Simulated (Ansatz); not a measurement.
Geometry optimisation, Ansatz, RKS B3LYP-D4/STO-3G.

The input (input.yaml):

```yaml
crystal:
  periodic: [false, false, false]
  atoms:
    - { symbol: C, position_ang: [-0.794, 1.1398, 0.595] }
    - { symbol: S, position_ang: [0.4674, 1.0326, -0.6462] }
    - { symbol: Si, position_ang: [0.7824, -1.0748, -0.7625] }
    - { symbol: Cl, position_ang: [1.4855, -1.7393, 1.0847] }
    - { symbol: H, position_ang: [-0.5049, 0.8174, 1.542] }
    - { symbol: H, position_ang: [-1.12, 2.2535, 0.6829] }
    - { symbol: H, position_ang: [-1.7029, 0.6266, 0.2787] }
    - { symbol: H, position_ang: [1.925, -1.3574, -1.737] }
    - { symbol: H, position_ang: [-0.4501, -1.7447, -1.0545] }
basis:
  gaussian: { orbitals: STO-3G }
hamiltonian:
  xc: b3lyp
  dispersion: d4
relax:
  f_tol: 0.02
  max_steps: 40
scf:
  lower_state_search: "off"
```

Run as:

```bash
$ ansatz run input.yaml --threads 1 --pin off --max-ram 2048MiB --backend cpu --events-out ev --progress --plain --runs-dir out
```

Q: Where does it end, and by what steps?

A: The run converged. The force dipped under the threshold on the way, but the program's further checks kept it going. Limits of this set-up: minimal basis. After 8 steps the energy has fallen by 0.380 eV; H8 moved furthest, 0.14 Å.

| step | energy less start (eV) | largest force component (eV/Å) | accepted |
| --- | --- | --- | --- |
| 0 | 0.0000 | 3.182 | yes |
| 1 | -0.2857 | 1.257 | yes |
| 2 | -0.3708 | 0.221 | yes |
| 3 | -0.3779 | 0.073 | yes |
| 4 | -0.3792 | 0.044 | yes |
| 5 | -0.3796 | 0.026 | yes |
| 6 | -0.3799 | 0.011 | yes |
| 7 | -0.3800 | 0.017 | yes |
| 8 | -0.3802 | 0.014 | yes |

```xyz
9
Properties=species:S:1:pos:R:3
C -0.818 1.145 0.545
S 0.550 1.098 -0.677
Si 0.806 -1.005 -0.728
Cl 1.527 -1.749 1.126
H -0.521 0.703 1.510
H -1.081 2.198 0.718
H -1.719 0.622 0.183
H 1.782 -1.344 -1.740
H -0.438 -1.714 -0.954
```

The run took 56 s on 1 CPU thread of a shared host.
